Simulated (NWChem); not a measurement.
System: CH6O2Si2; SMILES C1O[SiH2]O[SiH2]1

Parts of the log:

```
             Northwest Computational Chemistry Package (NWChem) 7.3.0
             --------------------------------------------------------

                             Geometry "geometry" -> ""
                             -------------------------

 Output coordinates in angstroms (scale by  1.889725989 to convert to a.u.)

  No.       Tag          Charge          X              Y              Z
 ---- ---------------- ---------- -------------- -------------- --------------
    1 C                    6.0000    -1.44299200     0.51704300     0.00000000
    2 O                    8.0000    -1.14991600    -0.89883200     0.00000000
    3 Si                  14.0000     0.45389700    -1.35555700     0.00000000
    4 O                    8.0000     1.25994700     0.10891100     0.00000000
    5 Si                  14.0000     0.24904200     1.44446300     0.00000000
    6 H                    1.0000    -2.05146100     0.74608100     0.88341300
    7 H                    1.0000    -2.05146100     0.74608100    -0.88341300
    8 H                    1.0000     0.79126100    -2.13913700     1.21400500
    9 H                    1.0000     0.79126100    -2.13913700    -1.21400500
   10 H                    1.0000     0.46443300     2.28131100    -1.20944600
   11 H                    1.0000     0.46443300     2.28131100     1.20944600

 Effective nuclear repulsion energy (a.u.)     313.0082121728

                              NWChem Property Module
                              ----------------------

  itol2e modified to match energy
  convergence criterion.

                                 NWChem DFT Module
                                 -----------------

 Summary of "ao basis" -> "ao basis" (spherical)
 ------------------------------------------------------------------------------
       Tag                 Description            Shells   Functions and Types
 ---------------- ------------------------------  ------  ---------------------
 C                          6-311g**                 8       18   4s3p1d
 O                          6-311g**                 8       18   4s3p1d
 Si                         6-311g**                12       26   6s5p1d
 H                          6-311g**                 4        6   3s1p

  itol2e modified to match energy
  convergence criterion.

            General Information
            -------------------
          SCF calculation type: DFT
          Wavefunction type:  closed shell.
          No. of atoms     :    11
          No. of electrons :    56
           Alpha electrons :    28
            Beta electrons :    28
          Charge           :     0
          Spin multiplicity:     1
          Use of symmetry is: off; symmetry adaption is: off
          Maximum number of iterations: 150
          AO basis - number of functions:   142
                     number of shells:    72
          Convergence on energy requested:  1.00D-07
          Convergence on density requested:  1.00D-05
          Convergence on gradient requested:  5.00D-04

              XC Information
              --------------
                         B3LYP Method XC Potential
                     Hartree-Fock (Exact) Exchange  0.200
                        Slater Exchange Functional  0.800 local
                    Becke 1988 Exchange Functional  0.720 non-local
              Lee-Yang-Parr Correlation Functional  0.810
                  VWN I RPA Correlation Functional  0.190 local

[...]

          -----------------------------------------
          Chemical Shielding Tensors (GIAO, in ppm)
          -----------------------------------------

                                NWChem CPHF Module
                                ------------------

  scftype          =     RHF
  nclosed          =       28
  nopen            =        0
  variables        =     3192
  # of vectors     =        3
  tolerance        = 0.10D-03
  level shift      = 0.00D+00
  max iterations   =       50
  max subspace     =       30

 SCF residual:    2.1161141139935723E-005

Iterative solution of linear equations
  No. of variables     3192
  No. of equations        3
  Maximum subspace       30
        Iterations       50
       Convergence  1.0D-04

   iter   nsub   residual    time
   ----  ------  --------  ---------
     1      3    4.07D-01     278.2
     2      6    9.30D-03     298.3
     3      9    5.62D-04     318.6
     4     12    3.49D-05     338.5

      Atom:    1  C
        Diamagnetic
    249.6138     -0.8728      0.0000
     -0.8728    256.1325     -0.0000
      0.0000     -0.0000    238.6423

        Paramagnetic
   -140.3192    -18.1667     -0.0000
    -18.1667    -72.8646     -0.0000
     -0.0000     -0.0000   -143.4028

        Total Shielding Tensor
    109.2946    -19.0394     -0.0000
    -19.0394    183.2679     -0.0000
     -0.0000     -0.0000     95.2395

           isotropic =     129.2673
          anisotropy =      87.9200

          Principal Components and Axis System
                 1           2           3
              187.8806    104.6819     95.2395

      1        -0.2355      0.9719      0.0000
      2         0.9719      0.2355      0.0000
      3        -0.0000     -0.0000      1.0000

      Atom:    2  O
        Diamagnetic
    403.3290    -14.7118     -0.0000
    -14.7118    406.6360      0.0000
     -0.0000      0.0000    371.5485

        Paramagnetic
    -58.5184     71.4160     -0.0000
     71.4160    -97.9678      0.0000
     -0.0000      0.0000    -83.6050

        Total Shielding Tensor
    344.8106     56.7043     -0.0000
     56.7043    308.6682      0.0000
     -0.0000      0.0000    287.9435

           isotropic =     313.8074
          anisotropy =     108.6693

          Principal Components and Axis System
                 1           2           3
              386.2536    287.9435    267.2252

      1         0.8074     -0.0000     -0.5901
      2         0.5901      0.0000      0.8074
      3        -0.0000      1.0000     -0.0000

      Atom:    3  Si
        Diamagnetic
    882.2716      0.5399     -0.0000
      0.5399    883.7228     -0.0000
     -0.0000     -0.0000    873.4625

        Paramagnetic
   -496.5222     19.7620      0.0000
     19.7620   -546.6241     -0.0000
      0.0000     -0.0000   -548.3992

        Total Shielding Tensor
    385.7494     20.3020      0.0000
     20.3020    337.0987     -0.0000
      0.0000     -0.0000    325.0633

           isotropic =     349.3038
          anisotropy =      65.7067

          Principal Components and Axis System
                 1           2           3
              393.1083    329.7398    325.0633

      1         0.9401     -0.3408     -0.0000
      2         0.3408      0.9401      0.0000
      3         0.0000     -0.0000      1.0000

      Atom:    4  O
        Diamagnetic
    392.7861     -1.8077      0.0000
     -1.8077    418.1586      0.0000
      0.0000      0.0000    375.2112

        Paramagnetic
    -40.4810     17.8784     -0.0000
     17.8784   -192.6794     -0.0000
     -0.0000     -0.0000    -99.3670

        Total Shielding Tensor
    352.3051     16.0707     -0.0000
     16.0707    225.4792     -0.0000
     -0.0000     -0.0000    275.8442

           isotropic =     284.5428
          anisotropy =     104.6505

          Principal Components and Axis System
                 1           2           3
              354.3098    275.8442    223.4745

      1         0.9923      0.0000     -0.1238
      2         0.1238     -0.0000      0.9923
      3        -0.0000      1.0000      0.0000

      Atom:    5  Si
        Diamagnetic
    880.5702     -1.2720     -0.0000
     -1.2720    883.9985     -0.0000
     -0.0000     -0.0000    873.2933

        Paramagnetic
   -497.9070    -43.5270      0.0000
    -43.5270   -531.3304     -0.0000
      0.0000     -0.0000   -540.7284

        Total Shielding Tensor
    382.6631    -44.7990      0.0000
    -44.7990    352.6681     -0.0000
      0.0000     -0.0000    332.5649

           isotropic =     355.9654
          anisotropy =      88.4144

          Principal Components and Axis System
                 1           2           3
              414.9084    332.5649    320.4229

      1         0.8116      0.0000      0.5842
      2        -0.5842      0.0000      0.8116
      3         0.0000      1.0000     -0.0000

      Atom:    6  H
        Diamagnetic
     31.2718     -3.4796     -8.0761
     -3.4796     26.6559      3.7990
     -8.0761      3.7990     30.7860

        Paramagnetic
     -3.3988      0.5089      4.7924
      0.5089      2.6653     -1.5321
      4.7924     -1.5321     -3.8124

        Total Shielding Tensor
     27.8731     -2.9707     -3.2837
     -2.9707     29.3213      2.2668
     -3.2837      2.2668     26.9736

           isotropic =      28.0560
          anisotropy =       8.6572

          Principal Components and Axis System
                 1           2           3
               33.8274     26.2506     24.0899

      1        -0.5907      0.4222      0.6876
      2         0.6380      0.7662      0.0776
      3         0.4940     -0.4845      0.7219

      Atom:    7  H
        Diamagnetic
     25.2993     -2.3012      2.9707
     -2.3012     30.3262     -7.1288
      2.9707     -7.1288     32.4963

        Paramagnetic
     -0.9467      0.7647     -1.2607
      0.7647     -3.1202      2.9504
     -1.2607      2.9504     -4.4313

[...]
```

Level: B3LYP/6-311G** (spherical d), GIAO. The geometry was optimised at B3LYP/6-31G* (spherical d). The output numbers the shielded atoms by their place in the input's list. The printed shielding anisotropy is the first printed principal value minus the mean of the other two.

**Question.** Which NWChem input produces such a log?

**Answer.** This is not unique; one that fits is the input that was run:
```
start job
memory heap 200 mb stack 900 mb global 1100 mb
geometry units angstroms noautosym nocenter noautoz
  C     -1.442992     0.517043     0.000000
  O     -1.149916    -0.898832     0.000000
  Si     0.453897    -1.355557     0.000000
  O      1.259947     0.108911     0.000000
  Si     0.249042     1.444463     0.000000
  H     -2.051461     0.746081     0.883413
  H     -2.051461     0.746081    -0.883413
  H      0.791261    -2.139137     1.214005
  H      0.791261    -2.139137    -1.214005
  H      0.464433     2.281311    -1.209446
  H      0.464433     2.281311     1.209446
end
basis spherical
  * library 6-311g**
end
dft
  xc b3lyp
  iterations 150
end
property
  shielding 8 1 2 3 4 5 6 8 10
end
task dft property
```
